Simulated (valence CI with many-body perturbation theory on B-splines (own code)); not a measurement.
The numbers below are computed, except where a source is named.
**Ladder of approximations for Ta⁵⁰⁺**

Method: configuration interaction combined with many-body perturbation theory (CI+MBPT): five valence electrons over a frozen Dirac-Fock core [Ar], radial functions for each j: 7 s, 7 p, 8 d, 6 f, 4 g, 1 h, with the one-electron correlation potential Σ1 (screened to all orders), the two-electron term Σ2, the three-electron term Σ3, Breit, model QED; selected single and double excitations, second order for the rest (own B-spline code, finite nucleus).

The last digits are not significant, and no measured levels were compared; by estimate large intervals hold to a few tenths of a per cent, small ones and those within an open d or f shell to about a per cent. Among the levels kept, up to 250 cm⁻¹ of a level comes from second order outside the variational space, and about a tenth of that is noise between levels of different J, which matters for small intervals. The list stops below the first excitations out of the core. Only levels of the ground parity were solved; by the run's estimate the other parity begins above the list, which can be wrong where configurations are misplaced.

Each rung adds one term. CI alone is the Dirac-Coulomb CI over the frozen core; QED comes last and gives the full result, which names the levels. Energies are above (3d3/2^4 3d5/2) J=5/2 on the same rung, in eV.

Levels are named by their leading jj configuration (3d3/2^4 stands for four electrons in 3d with j = 3/2), which in mixed levels can hold well under half, so a name can repeat and another be missing. Letters in brackets count levels of one name in rising energy.

| Level | CI alone | + Σ1 | + Σ2 | + Σ3 | + Breit | Full |
| --- | --- | --- | --- | --- | --- | --- |
| (3d3/2^3 3d5/2^2) J=5/2 [a] | 54.24 | 54.49 | 55.20 | 55.41 | 53.97 | 54.15 |
| (3d3/2^3 3d5/2^2) J=7/2 [a] | 66.75 | 67.00 | 67.48 | 67.62 | 65.51 | 65.69 |
| (3d3/2^3 3d5/2^2) J=11/2 | 69.21 | 69.46 | 70.36 | 70.33 | 66.80 | 66.98 |
| (3d3/2^3 3d5/2^2) J=3/2 [a] | 68.02 | 68.27 | 68.49 | 68.54 | 67.30 | 67.47 |
| (3d3/2^3 3d5/2^2) J=9/2 | 74.08 | 74.34 | 74.84 | 74.93 | 72.21 | 72.39 |
| (3d3/2^3 3d5/2^2) J=5/2 [b] | 77.40 | 77.67 | 77.70 | 77.90 | 75.81 | 75.99 |
| (3d3/2^3 3d5/2^2) J=1/2 | 80.43 | 80.70 | 80.59 | 80.74 | 79.21 | 79.40 |
| (3d3/2^3 3d5/2^2) J=7/2 [b] | 82.15 | 82.41 | 82.47 | 82.44 | 80.29 | 80.47 |
| (3d3/2^3 3d5/2^2) J=3/2 [b] | 97.83 | 98.12 | 97.80 | 97.94 | 96.70 | 96.89 |
| (3d3/2^2 3d5/2^3) J=5/2 [a] | 119.59 | 120.09 | 121.11 | 121.32 | 118.51 | 118.87 |
| (3d3/2^2 3d5/2^3) J=7/2 [a] | 128.99 | 129.50 | 130.38 | 130.58 | 126.98 | 127.33 |
| (3d3/2^2 3d5/2^3) J=11/2 | 130.38 | 130.89 | 132.29 | 132.35 | 127.41 | 127.77 |
| (3d3/2^2 3d5/2^3) J=9/2 [a] | 132.13 | 132.64 | 133.65 | 133.79 | 129.41 | 129.77 |
| (3d3/2^2 3d5/2^3) J=13/2 | 136.52 | 137.04 | 138.58 | 138.54 | 132.38 | 132.74 |
| (3d3/2^2 3d5/2^3) J=1/2 [a] | 135.54 | 136.06 | 136.50 | 136.74 | 134.07 | 134.43 |
| (3d3/2^2 3d5/2^3) J=3/2 [a] | 136.84 | 137.35 | 137.95 | 138.06 | 135.28 | 135.64 |
| (3d3/2^2 3d5/2^3) J=5/2 [b] | 138.71 | 139.22 | 139.73 | 139.90 | 136.43 | 136.79 |
| (3d3/2^2 3d5/2^3) J=9/2 [b] | 144.32 | 144.84 | 145.72 | 145.74 | 141.61 | 141.97 |
| (3d3/2^2 3d5/2^3) J=7/2 [b] | 147.31 | 147.83 | 148.22 | 148.35 | 144.01 | 144.37 |
| (3d3/2^2 3d5/2^3) J=5/2 [c] | 147.98 | 148.50 | 148.86 | 149.03 | 146.13 | 146.49 |
| (3d3/2^2 3d5/2^3) J=3/2 [b] | 149.78 | 150.29 | 150.23 | 150.22 | 146.72 | 147.07 |
| (3d3/2^2 3d5/2^3) J=7/2 [c] | 155.44 | 155.96 | 156.26 | 156.38 | 152.54 | 152.90 |
| (3d3/2^2 3d5/2^3) J=1/2 [b] | 154.94 | 155.46 | 155.30 | 155.49 | 152.63 | 152.98 |
| (3d3/2^2 3d5/2^3) J=9/2 [c] | 164.35 | 164.87 | 165.13 | 165.25 | 161.18 | 161.54 |
| (3d3/2^2 3d5/2^3) J=3/2 [c] | 179.07 | 179.60 | 178.83 | 179.14 | 176.41 | 176.76 |
| (3d3/2^2 3d5/2^3) J=5/2 [d] | 182.27 | 182.82 | 182.32 | 182.57 | 179.70 | 180.07 |
| (3d3/2 3d5/2^4) J=5/2 [a] | 194.89 | 195.65 | 196.83 | 196.82 | 192.51 | 193.04 |
| (3d3/2 3d5/2^4) J=7/2 [a] | 204.40 | 205.17 | 206.27 | 206.32 | 201.20 | 201.74 |
| (3d3/2 3d5/2^4) J=11/2 | 206.90 | 207.67 | 209.27 | 209.23 | 202.71 | 203.25 |
| (3d3/2 3d5/2^4) J=3/2 [a] | 206.81 | 207.58 | 208.39 | 208.59 | 204.39 | 204.92 |
| (3d3/2 3d5/2^4) J=9/2 | 213.83 | 214.60 | 215.60 | 215.68 | 210.00 | 210.54 |

(1) How does the ionisation energy move along the ladder, and which term matters most?

Answers

(1) CI alone 4526.3, + Σ1 4528.6, + Σ2 4539.5, + Σ3 4539.7, + Breit 4537.8, + QED 4537.9 eV. The largest step is Σ2, 10.9 eV. NIST lists 4537 ± 4 eV (theoretical).
